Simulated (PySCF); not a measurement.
TDDFT excited states: C2H6Cl3NZr

Compound: Zr(NMe2)Cl3, C2H6Cl3NZr (singlet state).
SMILES: `C[N](C)[Zr]([Cl])([Cl])[Cl]`

Method used: TDDFT CAM-B3LYP/def2-SVPD, vertical, gas phase, core orbitals frozen in the response, def2 core potentials past Kr in PySCF 2.14.0, density-fitted response routines. Isolated species at its PBE0-D3(BJ)/def2-SVP geometry, gas phase. Spin–orbit coupling is left out.

Question: List the vertical singlet excitations with oscillator strengths and describe the spectrum.

Answer: 

| state | E (eV) | λ (nm) | ν̃ (cm⁻¹) | f | \|μ\| (D) | main configurations (H = HOMO, L = LUMO) |
| --- | --- | --- | --- | --- | --- | --- |
| S1 | 4.06 | 305.5 | 32730 | 0.0029 | 0.44 | H→L (95%) |
| S2 | 4.76 | 260.2 | 38430 | 0.024 | 1.16 | H→L+1 (94%) |
| S3 | 4.87 | 254.6 | 39280 | 0.0013 | 0.27 | H→L+2 (94%) |
| S4 | 5.76 | 215.1 | 46490 | 0.0009 | 0.20 | H→L+4 (49%), H→L+5 (36%) |
| S5 | 5.88 | 210.7 | 47450 | 0.184 | 2.87 | H→L+3 (79%), H→L+4 (10%) |
| S6 | 6.07 | 204.2 | 48980 | 0.023 | 0.99 | H-1→L (80%), H-4→L (11%) |
| S7 | 6.15 | 201.7 | 49570 | 0.0010 | 0.21 | H-2→L (93%) |
| S8 | 6.28 | 197.4 | 50670 | 0.0003 | 0.12 | H-3→L (65%), H-1→L+1 (25%) |
| S9 | 6.33 | 195.9 | 51040 | 0.014 | 0.77 | H-4→L (69%), H-2→L+1 (14%) |
| S10 | 6.41 | 193.4 | 51700 | 0.0083 | 0.59 | H→L+5 (48%), H→L+4 (32%), H→L+8 (9%) |

Triplets, Tamm–Dancoff:

| state | E (eV) | λ (nm) | main configurations (H = HOMO, L = LUMO) |
| --- | --- | --- | --- |
| T1 | 3.93 | 315.8 | H→L (94%) |
| T2 | 4.13 | 300.2 | H→L+1 (65%), H→L+3 (27%) |
| T3 | 4.76 | 260.6 | H→L+2 (92%) |
| T4 | 4.92 | 251.8 | H→L+3 (59%), H→L+1 (30%) |

The lowest singlet comes at 306 nm (392 kJ/mol) in the ultraviolet; it is very weak; its leading configuration is HOMO→LUMO (95%). The strongest level in the table is S5 at 5.88 eV (211 nm, f = 0.184). For S1 the Löwdin share of zirconium is 9% in HOMO and 70% in LUMO (ligand-to-metal charge transfer by this measure). Orbital energies (eV): HOMO-3 -10.86, HOMO-2 -10.78, HOMO-1 -10.52, HOMO -8.80, LUMO -1.02, LUMO+1 -0.68, LUMO+2 -0.38. Of the 10 states listed, 4 reach f = 0.01 and 1 stays under 0.0005. The listed states span 2.35 eV, and the widest gap between neighbours is 0.89 eV (S3 to S4). All these states lie below the vertical ionisation energy of 9.21 eV (ΔSCF). Singlets were solved by full linear response, triplets in the Tamm–Dancoff approximation.

Time: 2.6 min of wall time (grids of density and orbitals included); peak memory 1.4 GiB. Hardware: one thread, Arm Neoverse V1 (aarch64), shared host with 32 logical CPUs at a one-minute load of 16.
